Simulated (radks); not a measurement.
Values are calculated unless marked as measured or tabulated.
Spherical quantum dot in the effective-mass picture: electrons in a parabolic well V = omega^2 r^2 / 2 with omega = 0.0854, with a point charge +2 (a donor) at the centre, all in effective atomic units (hartree* = m*/eps^2 hartree, bohr* = eps/m* bohr), one dielectric constant everywhere. Level of theory: non-relativistic Kohn-Sham, PBEsol, spin-polarised, spherical densities (a radial shooting solver with Libxc functionals). Levels are named by radial order and angular momentum (1s, 1p, 1d, 2s, ...), and open shells are averaged over m. At N = 17 the configuration is 1s2 1p6 1d(up 5, down 2) 2s2. Does electron 18 go into 1f down or 1d down or 1f up?

Answer. Into 1d down. The total energies of the other choices lie higher by 0.0225 hartree* (1f up), 0.0312 hartree* (1f down).
